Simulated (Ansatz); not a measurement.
Cost and result for the atomization energy of CH₄OSSi, SMILES `SC1O[SiH2]1` (8 atoms, 8 bonds).

```xyz
8

S    -0.0935   -1.6547   -1.0526
C     0.3891   -0.0669   -0.4404
O     0.7150    0.0278    0.9910
Si   -0.6895    0.8585    0.6831
H     1.1309   -2.2145   -1.0853
H     1.1311    0.4402   -1.0523
H    -0.6315    2.3323    0.7746
H    -1.9515    0.2772    1.1820
```

Charge 0, multiplicity 1. The geometry is a stationary point of PBE0-D4/def2-TZVP. It is one conformer, not always the lowest. Program: Ansatz. All runs use 2 threads of an Arm Neoverse V2 on a shared host. Times are those of one run each, without the atoms' runs, and a repeat can differ threefold. Electronic energies, without spin–orbit coupling; frozen cores. CCSD(T)/CBS adds CCSD(T) − MP2 in def2-TZVPP to the MP2 limit, and its time is that of the two runs behind it. T1 = 0.015.

CCSD(T)/CBS is a level of theory with its own doubt, some kJ/mol a heavy atom from the limit and from the frozen cores, so smaller differences don't rank the functionals.

```tsv
level	functions	wall time
LDA (SPW92)/def2-TZVPP	202	1.2 s
revPBE-D4/def2-TZVPP	202	1.9 s
CCSD(T)/def2-SVP	84	1.9 s
BLYP-D4/def2-TZVPP	202	2 s
PBE-QIDH/def2-TZVPP	202	4.8 s
B2PLYP/def2-TZVPP	202	4.9 s
r2SCAN-D4/def2-TZVPP (with forces)	202	4.9 s
ωB97X-V/def2-TZVPP	202	8 s
B97M-V/def2-TZVPP	202	9 s
ωB97M-V/def2-TZVPP (with forces)	202	11 s
MP2/def2-QZVPP	374	17 s
CCSD(T)/def2-TZVPP	202	53 s
CCSD(T)/CBS(def2)	–	70 s
```

Question: What atomization energy does each give, and how far from CCSD(T)/CBS? (Best estimate.)

Answer: Ansatz gave: 
```
                             level  atomization (kcal/mol)  difference from CCSD(T)/CBS  per bond
            LDA (SPW92)/def2-TZVPP                   755.0                        107.0      13.4
              revPBE-D4/def2-TZVPP                   645.2                         -2.8      -0.4
                  CCSD(T)/def2-SVP                   594.4                        -53.6      -6.7
                BLYP-D4/def2-TZVPP                   645.9                         -2.1      -0.3
               PBE-QIDH/def2-TZVPP                   640.3                         -7.7      -1.0
                 B2PLYP/def2-TZVPP                   637.2                        -10.8      -1.3
r2SCAN-D4/def2-TZVPP (with forces)                   651.0                          3.0       0.4
                ωB97X-V/def2-TZVPP                   652.0                          4.0       0.5
                 B97M-V/def2-TZVPP                   651.7                          3.7       0.5
  ωB97M-V/def2-TZVPP (with forces)                   651.1                          3.1       0.4
                    MP2/def2-QZVPP                   653.4                          5.4       0.7
                CCSD(T)/def2-TZVPP                   626.5                        -21.5      -2.7
                 CCSD(T)/CBS(def2)                   648.0                          0.0       0.0
```

From r2SCAN to r2SCAN0 (25 % exact exchange), in def2-TZVPP and without D4, the atomization energy moves by −15.0 kcal/mol: exact exchange takes away binding that semilocal exchange gives to molecules. At CCSD(T), def2-SVP lies −53.7 kcal/mol from the extrapolated value and def2-TZVPP −21.5 kcal/mol: correlation converges slowly with the basis, and small sets miss more of it in the bonded molecule than in its fragments. In def2-TZVPP, CCSD(T) changes the Hartree–Fock value by +186.1 kcal/mol (the triples alone add +13.0 kcal/mol) and MP2 by +200.0 kcal/mol; breaking electron pairs costs correlation energy, which Hartree–Fock lacks.
